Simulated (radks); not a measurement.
Task: Xe XLIII, configuration [He] 2s2 2p5 3s2 4f1 (not the ground configuration). All-electron calculation, scalar-relativistic Kohn-Sham, PBE, spin-polarised, spherical densities, finite nucleus; open shells are filled with parallel spins first (spin-orbit coupling, left out, can overturn this in heavy ions); Fermi nuclear charge, rms radius 4.7859 fm. Program: a radial shooting solver on a logarithmic mesh with Libxc functionals. Some entries of the table are withheld. Estimate them.

orbital,occ.,eigenvalue (hartree),<r> (bohr),<1/r> (bohr^-1)
1s up,1,-1373.629,0.02663,58.14
1s down,1,-1373.255,0.02662,58.16
2s up,1,-297.7139,0.1119,13.67
2s down,1,-297.1256,0.1120,13.66
2p up,3,-279.3497,0.09746,13.02
2p down,2,-278.6466,0.09755,13.01
3s up,1,-120.2058,0.2685,5.607
3s down,1,-119.8308,0.2684,5.612
3p up,0,-114.4799,0.2591,5.398
3p down,0,-114.1028,0.2590,5.403
3d up,0,-108.3281,0.2265,5.195
3d down,0,-107.9827,0.2265,5.193
4s up,0,-64.24066,(1),3.019
4s down,0,-63.91292,(2),3.019
4f up,1,-57.91708,0.4075,2.770
4f down,0,-57.56066,0.4076,2.770
5f up,0,-36.70719,0.7203,1.757

Result: 
(1) 4s up <r> (bohr): 0.4967
(2) 4s down <r> (bohr): 0.4965
